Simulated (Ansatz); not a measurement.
`C[Si](C)(C)Cl` + `[F][AlH][F]` → `C[Si](C)(C)[Al]([F])[F]` + HCl  (formal exchange of groups at the Si–Cl bond)

Gas-phase electronic energies from Ansatz, PBE0-D4/def2-TZVP geometries. CCSD(T)/CBS adds triple-zeta CCSD(T) − MP2 to the extrapolated MP2 energy (def2 sets, frozen cores). This one scheme is used for every species. Functionals use def2-TZVPP. B3LYP here is the variant with VWN-RPA as its local correlation; programs differ in this. HSE06 is defined as in plane-wave codes. Each species was taken in one conformer, which may not be the lowest.

CCSD(T)/CBS gives +116.2 kJ/mol.

Another level gave +113.1 kJ/mol. Which?
A. BHLYP-D4/def2-TZVPP
B. B3LYP/def2-TZVPP
C. LDA (SPW92)/def2-TZVPP
D. HSE06/def2-TZVPP

B. B3LYP 113.1, BHLYP-D4 120.6, HSE06 105.4, LDA (SPW92) 99.9 kJ/mol.

Largest T1 diagnostic among the species: 0.013.

In def2-TZVPP, CCSD(T) changes the Hartree–Fock value by −21.6 kJ/mol (the triples alone add −2.3 kJ/mol) and MP2 by −9.9 kJ/mol. From BLYP to BHLYP (50 % exact exchange), in def2-TZVPP and without D4, ΔE moves by +16.0 kJ/mol.
